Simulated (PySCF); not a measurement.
Hf(Me)2(H)2 (C2H8Hf), SMILES [CH3][HfH2][CH3], multiplicity 1. Geometry optimised at PBE-D3(BJ)/def2-SVP. The multiplicity is an assumed one; no other spin state was optimised. The structure was generated by enumeration; whether it is a known compound was not checked. The def2 effective core potentials stand for the cores of Hf; spin–orbit coupling is left out.

Computed equilibrium geometry at PBE-D3(BJ)/def2-SVP (PySCF confirms it by a frequency run) as bond lengths and angles, and its point group:
point group C2v.
Atoms: Hf1 C2 H3 H4 H5 C6 H7 H8 H9 H10 H11. Bonded distances (Å): Hf1–C2 2.190, Hf1–C6 2.190, Hf1–H10 1.872, Hf1–H11 1.872, C2–H3 1.116, C2–H4 1.112, C2–H5 1.116, C6–H7 1.116, C6–H8 1.112, C6–H9 1.116. Bond angles (°): C2–Hf1–C6 110.0, C2–Hf1–H10 108.6, C2–Hf1–H11 108.6, C6–Hf1–H10 108.6, C6–Hf1–H11 108.6, H10–Hf1–H11 112.4, Hf1–C2–H3 108.8, Hf1–C2–H4 115.8, Hf1–C2–H5 108.8, H3–C2–H4 107.9, H3–C2–H5 107.4, H4–C2–H5 107.9, Hf1–C6–H7 108.8, Hf1–C6–H8 115.8, Hf1–C6–H9 108.8, H7–C6–H8 107.9, H7–C6–H9 107.4, H8–C6–H9 107.9.
Charge 0, spin multiplicity 1.
